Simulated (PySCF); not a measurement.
C2H10GeOSi2.
Numbering: `[CH3:1][C:2](=[O:3])[Si@@H:4]([SiH3:5])[GeH3:6]` (hydrogens: H7, H8, H9 on C1; H10 on Si4; H11, H12, H13 on Si5; H14, H15, H16 on Ge6)

The calculation used PBE0-D3(BJ)/def2-SVP geometry optimisation, gas phase in PySCF.

(1) List the bond lengths, angles and torsions at this level.

## Answers

(1) 
```csv
bond,length (Å),order
C1–C2,1.505,single
C2=O3,1.210,double
C2–Si4,1.954,single
Si4–Si5,2.346,single
Si4–Ge6,2.377,single
"C1–H7, C1–H8, C1–H9",1.101,single
Si4–H10,1.500,single
"Si5–H11, Si5–H12, Si5–H13",1.496,single
"Ge6–H14, Ge6–H15, Ge6–H16",1.539,single
```

Bonds in one row agree within 0.01 Å and their mean is given. Orders are formal, as drawn. A selection of angles:
```csv
angle,degrees
C2–C1–H7,109.9
H7–C1–H8,106.6
H7–C1–H9,110.2
C1–C2–O3,122.3
C1–C2–Si4,119.4
O3–C2–Si4,118.3
C2–Si4–Si5,108.8
C2–Si4–Ge6,104.7
C2–Si4–H10,109.7
Si5–Si4–Ge6,112.7
Si5–Si4–H10,108.1
Ge6–Si4–H10,112.8
Si4–Si5–H11,110.2
Si4–Si5–H13,110.7
H11–Si5–H12,108.6
Si4–Ge6–H14,110.3
H14–Ge6–H15,108.9
```

Torsions: C1–C2–Si4–Si5 67° (synclinal).

Si4 (SiH silicon) is distorted tetrahedral (angles from 104.7° to 112.8°). Si5 (SiH3 silicon) is tetrahedral (angles from 108.6° to 110.7°). Ge6 (germanium bonded to Si and 3 H) is tetrahedral (angles from 108.5° to 110.3°).

Point group: C1 (no symmetry element, even within 0.4 Å). No PBE0-D3(BJ)/def2-SVP frequencies stand behind this structure, so it isn't proved a minimum. The numbers are those of one conformer.
